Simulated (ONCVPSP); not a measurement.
## u(r) = r·R(r): atom against pseudo-atom (calcium (Ca))

Columns: radius, all-electron u(r) and pseudo u(r) of the 3s shell (level -46.82 eV) of calcium in the configuration [Ne] 3s2 3p6 4s2; LDA (Perdew-Zunger), scalar-relativistic, ONCV scheme, ONCVPSP 4.0.1.

```tsv
r (bohr)	all-electron	pseudo
0.093	0.0553	0.1241
0.185	-0.4392	0.2460
0.278	-0.5173	0.3671
0.370	-0.2950	0.4831
0.463	0.0434	0.5939
0.555	0.3733	0.6942
0.648	0.6465	0.7827
0.740	0.8405	0.8540
0.833	0.9622	0.9066
0.925	1.0205	0.9377
1.018	1.0305	0.9472
1.110	1.0052	0.9358
1.203	0.9554	0.9053
1.295	0.8915	0.8595
1.388	0.8188	0.8012
1.480	0.7438	0.7357
1.573	0.6685	0.6657
1.665	0.5969	0.5962
1.758	0.5288	0.5287
1.850	0.4665	0.4664
1.943	0.4091	0.4090
2.035	0.3578	0.3578
2.128	0.3115	0.3115
2.220	0.2708	0.2708
2.313	0.2345	0.2344
2.405	0.2029	0.2029
```

**Question.** How many radial nodes do the two functions have?

**Answer.** The all-electron 3s function has n − l − 1 = 2; the pseudo-wave has 0, since the states of the same l below it are removed with the core.

**Question.** At about which radius was the pseudo-wave matched?

**Answer.** 1.85 bohr, where the columns begin to agree (steps of 0.09 bohr).

**Question.** Is the pseudo-wave norm-conserving?

**Answer.** Yes: the ONCV scheme keeps the norm inside the radius equal to the all-electron one, which fixes the energy derivative of the logarithmic derivative at the level.
